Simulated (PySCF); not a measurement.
C$_{7}$H$_{9}$FO: full NMR table

```
Formula                               : C7H9FO
SMILES                                : O=C1[C@H]2CC[C@]1(F)CC2
Point group of the computed structure : Cs
Degrees of unsaturation               : 3
Carbon signals                        : 5
Proton signals                        : 5
```

Atom-mapped SMILES (the numbers label the heavy atoms): `[O:1]=[C:2]1[C@H:3]2[CH2:4][CH2:5][C@:6]1([F:7])[CH2:8][CH2:9]2`. Hydrogens are named by the atom that carries them. Ha(C8), Ha(C9) are cis to C4 on the ring; Ha(C4), Ha(C5) are cis to C9 on the ring; Hb(C8), Hb(C9) are trans to C4 on the ring; Hb(C4), Hb(C5) are trans to C9 on the ring.

How the numbers were obtained: σ from GIAO-PBE0/pcSseg-1, GFN2-xTB geometry, in PySCF 2.14 (gas phase, one computed conformer, fast rotation and ring inversion assumed for equivalent nuclei, relativity neglected).

Chemical shifts δ = σref − σ; ¹H, ¹³C against TMS; ¹⁹F vs CFCl3; ¹⁷O against H2O, all at this level.

| carbon | δC, type | δH (multiplicity) | HMBC from (2–3 bonds) | span of the C tensor (ppm) |
| --- | --- | --- | --- | --- |
| C2 | 215.0, C | – | Hb(C5)/Hb(C8), Hb(C4)/Hb(C9), Ha(C5)/Ha(C8), Ha(C4)/Ha(C9), H(C3) | 187 |
| C3 | 37.6, CH | 1.40 (m) | Hb(C5)/Hb(C8), Hb(C4)/Hb(C9), Ha(C5)/Ha(C8), Ha(C4)/Ha(C9) | 40 |
| C4/C9 | 26.1, CH2 | Ha(C4) 1.65 (m); Hb(C4) 2.14 (m) | Hb(C5)/Hb(C8), Hb(C4)/Hb(C9), Ha(C5)/Ha(C8), Ha(C4)/Ha(C9), H(C3) | 21 |
| C5/C8 | 30.3, CH2 | Hb(C5) 2.22 (m); Ha(C5) 1.91 (m) | Hb(C5)/Hb(C8), Hb(C4)/Hb(C9), Ha(C5)/Ha(C8), Ha(C4)/Ha(C9), H(C3) | 24 |
| C6 | 96.8, C | – | Hb(C5)/Hb(C8), Hb(C4)/Hb(C9), Ha(C5)/Ha(C8), Ha(C4)/Ha(C9), H(C3) | 101 |

Other nuclei:
```tsv
atoms	nucleus	environment	δ (ppm)	σ (ppm)
F7	¹⁹F	fluorine on an sp3 carbon	-227.3	398.2
O1	¹⁷O	ketone oxygen	616.1	-280.0
```

Carbon types of the structure: 2 × C, 1 × CH, 4 × CH2, which accounts for all hydrogens. δC 215.0: ketone carbonyl carbon; low-lying n→π* states of the double bond to the heteroatom give a large paramagnetic term (-279 ppm). δC 96.8: fully substituted sp3 carbon bonded to F, α to a carbonyl; the inductive effect lowers its shielding. δC 37.6: sp3 CH α to a carbonyl; the adjacent C=O deshields it moderately. δC 30.3, 26.1: sp3 CH2 in a ring; a saturated carbon with 2 carbon neighbours and no heteroatom attached. δH 1.40: hydrogen on an sp3 CH α to a carbonyl.

Splittings by ¹⁹F in the carbon and heteronuclear signals aren't shown, as no couplings were computed. Shifts are as computed. Against solution values, carbons near 30 ppm lie about +3 ppm off and those near 130 ppm about +5 ppm. Of 1211 compounds with measured shifts, 218 miss one by over three times the rms of a fit or turn the order of signals round; such compounds aren't used in these exercises. Unscaled 19F shifts against computed CFCl3 carry errors that often reach 10 to 50 ppm. Unscaled 17O shifts of doubly bonded oxygen tend to come out too high, by tens of ppm or more. Experimental scales use liquid or dissolved standards, which lie at an offset from isolated H2O (liquid H2O: subtract about 36 ppm). No couplings were computed; multiplicities are counted from neighbouring protons, with m where these are inequivalent, close in shift, in a saturated or five-membered ring or joined by F or P, and br s for small geminal =CH2 splittings.
